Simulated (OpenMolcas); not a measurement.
4d⁵ along the 41-electron sequence

```
Program             : OpenMolcas
Method              : SS-RASPT2, IPEA 0.25 Eh, imaginary shift 0.1 Eh
Basis               : ANO-R2
Scalar Hamiltonian  : X2C, finite nucleus
Spin-orbit coupling : RASSI with atomic mean-field integrals over the reference wave functions, term energies averaged over their components
```

Active space for each ion: 11 electrons in 8 orbitals (RAS1 4p, at most 2 holes; RAS2 4d); closed shells correlated by CASPT2: 4s.

Computed levels in cm-1 above ⁶S_5/2:

```
                               Level   Tc2+   Ru3+   Rh4+   Pd5+   Ag6+
                              ⁴G_5/2  20740  23840  26580  28650  31060
                              ⁴G_7/2  20890  24070  26940  29240  31900
                             ⁴G_11/2  20940  24140  27060  29420  32150
                              ⁴G_9/2  20980  24210  27160  29570  32360
                              ⁴P_3/2  23310  26890  29950  32210  34950
                              ⁴P_1/2  23820  27600  30910  33480  36520
                              ⁴D_7/2  24850  28800  32270  35100  38360
                              ⁴D_1/2  25400  29640  33480  36750  40460
                              ⁴D_3/2  25810  30200  34200  37660  41550
weight of ⁶S in the lowest level (%)     99     99     99     98     98
```

Mixed levels, with the weight of the term that names them: Tc2+ ⁴P_3/2 (63 %), Tc2+ ⁴D_3/2 (63 %), Ru3+ ⁴P_3/2 (60 %), Ru3+ ⁴P_1/2 (72 %), Ru3+ ⁴D_1/2 (73 %), Ru3+ ⁴D_3/2 (60 %), Rh4+ ⁴P_3/2 (57 %), Rh4+ ⁴P_1/2 (70 %), Rh4+ ⁴D_1/2 (70 %), Rh4+ ⁴D_3/2 (57 %), Pd5+ ⁴P_3/2 (55 %), Pd5+ ⁴P_1/2 (68 %), Pd5+ ⁴D_1/2 (68 %), Pd5+ ⁴D_3/2 (55 %), Ag6+ ⁴P_3/2 (54 %), Ag6+ ⁴P_1/2 (66 %), Ag6+ ⁴D_1/2 (67 %), Ag6+ ⁴D_3/2 (53 %).

Measured, with the error of the calculation in %. Measured levels: Ag6+ from the list in Gamrath, thesis, University of Mons (2023).

| Level | Ag6+ |
| --- | --- |
| ⁴G_5/2 | 29390 (+5.7) |
| ⁴G_7/2 | 30378 (+5.0) |
| ⁴G_11/2 | 30662 (+4.8) |
| ⁴G_9/2 | 30907 (+4.7) |
| ⁴P_1/2 | 34605 (+5.5) |
| ⁴D_7/2 | 36485 (+5.1) |
| ⁴D_1/2 | 38685 (+4.6) |

⁴G_5/2 changes by a factor of 1.5 over the same range, with steps per unit of Z of +3100, +2740, +2070, +2410 cm-1.

CASPT2 does not keep the components of a term degenerate, so their means are used; among the terms shown or strongly mixed into the levels shown the widest spread is 110 cm-1 (4d⁵ ⁴G, Ru3+). Active for correlation alone: 4p; no level in the range computed is led by a configuration that opens it, so any true level of that kind is missing. Computed and measured levels are paired by configuration, term and J; levels that our copy of the source lacks, or whose pairing is in doubt (as where it misses far off the trend of its configuration), stay unpaired and out of the deviations. Levels of configurations outside the active space are missing.
